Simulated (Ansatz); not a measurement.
Breaking the Ge1–H2 bond in GeH (multiplicity 2 held). Energies count from the point at 1.606 Å.


Restricted levels (R-, RO-) in cc, def2 and unpolarised 6-31G sets keep to the state of the molecule at rest. Unrestricted levels (U-) break spin symmetry where that is lower. Full CI gives the lowest state of the spin. Levels need not reach the same state.

Correlated levels freeze the cores. Filled d and f shells under p-block atoms count as core.

Codes used: Ansatz (Gaussian orbitals). Values without a source in brackets are computed.

**Question.** Estimate the energy at R = 6.425 Å that RO-SCS-MP2/cc-pVDZ returns for this input.

**Answer.** 58.7 kcal/mol

**Question.** What energy at R = 6.425 Å does FCI/cc-pVDZ give?

**Answer.** 62.1 kcal/mol

**Question.** What is the computed energy at R = 6.425 Å (U-MP2/cc-pVDZ)?

**Answer.** 57.9 kcal/mol

Doubts at one or more of the structures used: a spin-contaminated determinant (U-MP2/cc-pVDZ); a restricted determinant that unrestricted orbitals would lower (RO-SCS-MP2/cc-pVDZ).

Ansatz is a quantum-chemistry and plane-wave program.
